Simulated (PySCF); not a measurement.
Species: C₂H₈GeOSi₂.
Atom-mapped SMILES: `[SiH3:1][C:2]#[C:3][SiH2:4][O:5][GeH3:6]` (hydrogens: H7, H8, H9 on Si1; H10, H11 on Si4; H12, H13, H14 on Ge6)

Structure used (PBE0-D3(BJ)/def2-SVP), in Å, numbered top down from 1:
```
atom  x, y, z in Å
Si1   -2.910    0.013    1.223
C2    -1.570    0.446    0.045
C3    -0.660    0.725   -0.727
Si4    0.768    1.110   -1.829
O5     2.149    0.491   -1.169
Ge6    2.569   -0.186    0.429
H7    -3.363   -1.385    0.967
H8    -2.388    0.119    2.616
H9    -4.055    0.951    1.043
H10    0.860    2.591   -1.964
H11    0.524    0.493   -3.161
H12    4.092   -0.368    0.395
H13    1.842   -1.531    0.596
H14    2.142    0.814    1.518
```

Computed with PBE0-D3(BJ)/def2-SVP geometry optimisation, gas phase (PySCF 2.14.0).

Take the most abundant isotopes and a rigid rotor. The values belong to one conformer with, in the numbering `[SiH3:1][C:2]#[C:3][SiH2:4][O:5][GeH3:6]`, C3–Si4–O5–Ge6 -12°.

(1) Give the principal moments of inertia and the rotational constants in GHz.

(2) What kind of rotor is it?

(3) Is it planar, by Δ = Ic − Ia − Ib?

(4) Predict some low-J microwave lines.

## Answers

(1) Ia = 239.46, Ib = 829.14, Ic = 1049.70 u·Å²; 505379 MHz·u·Å²/I gives 2111, 609.5 and 481.5 MHz, that is A = 2.1105, B = 0.6095, C = 0.4815 GHz.

(2) An asymmetric top: κ = (2 × 609.5 − 2111 − 481.5)/(2111 − 481.5) = -0.84.

(3) Not planar: Δ = Ic − Ia − Ib = -18.90 u·Å². For a rigid frame Δ = −2 Σ m c², so Σ m c² = 9.45 u·Å² lies off the ab plane: 9.22 from hydrogen and 0.22 from heavier atoms. The atom farthest from that plane is 1.42 Å away.

(4) The dipole components are |μa| = 0.28 D, |μb| = 1.38 D, |μc| = 0.13 D. Intensities carry the squares of the components, which stand as 0.04 : 1.00 : 0.01 (a : b : c). Some lines, for components of 0.1 D or more:

```json
{"type": "a", "branch": "Q", "J(Ka,Kc)": "3(1,2) ← 3(1,3)", "MHz": "768", "lower level (cm⁻¹)": "0.258"}
{"type": "c", "branch": "Q", "J(Ka,Kc)": "5(1,5) ← 5(0,5)", "MHz": "818", "lower level (cm⁻¹)": "0.537"}
{"type": "a", "branch": "Q", "J(Ka,Kc)": "4(1,3) ← 4(1,4)", "MHz": "1279", "lower level (cm⁻¹)": "0.394"}
{"type": "c", "branch": "Q", "J(Ka,Kc)": "1(1,1) ← 1(0,1)", "MHz": "1501", "lower level (cm⁻¹)": "0.036"}
{"type": "a", "branch": "R", "J(Ka,Kc)": "2(1,2) ← 1(1,1)", "MHz": "2054", "lower level (cm⁻¹)": "0.086"}
{"type": "a", "branch": "R", "J(Ka,Kc)": "3(0,3) ← 2(0,2)", "MHz": "3242", "lower level (cm⁻¹)": "0.109"}
{"type": "a", "branch": "R", "J(Ka,Kc)": "4(1,3) ← 3(1,2)", "MHz": "4603", "lower level (cm⁻¹)": "0.283"}
{"type": "b", "branch": "Q", "J(Ka,Kc)": "3(2,2) ← 3(1,3)", "MHz": "5084", "lower level (cm⁻¹)": "0.258"}
{"type": "c", "branch": "R", "J(Ka,Kc)": "2(2,0) ← 1(1,0)", "MHz": "6821", "lower level (cm⁻¹)": "0.091"}
{"type": "b", "branch": "R", "J(Ka,Kc)": "2(2,0) ← 1(1,1)", "MHz": "6949", "lower level (cm⁻¹)": "0.086"}
{"type": "b", "branch": "R", "J(Ka,Kc)": "3(2,1) ← 2(1,2)", "MHz": "8199", "lower level (cm⁻¹)": "0.155"}
{"type": "b", "branch": "R", "J(Ka,Kc)": "5(2,4) ← 4(1,3)", "MHz": "9508", "lower level (cm⁻¹)": "0.437"}
{"type": "b", "branch": "R", "J(Ka,Kc)": "4(3,1) ← 3(2,2)", "MHz": "12211", "lower level (cm⁻¹)": "0.427"}
{"type": "c", "branch": "R", "J(Ka,Kc)": "5(3,3) ← 4(2,3)", "MHz": "13330", "lower level (cm⁻¹)": "0.573"}
```

Stationary, but not proved a minimum. These are rigid-rotor constants of the computed structure; measured ground-state constants (B0) also hold zero-point vibration. A rigid rotor knows nothing of internal rotation, which can split or shift real lines.

The run took 3.1 min of wall time on one thread of an Arm Neoverse V2, no GPU, shared host, and the process peaked at 0.67 GiB of memory. That covers the optimisation of the geometry.
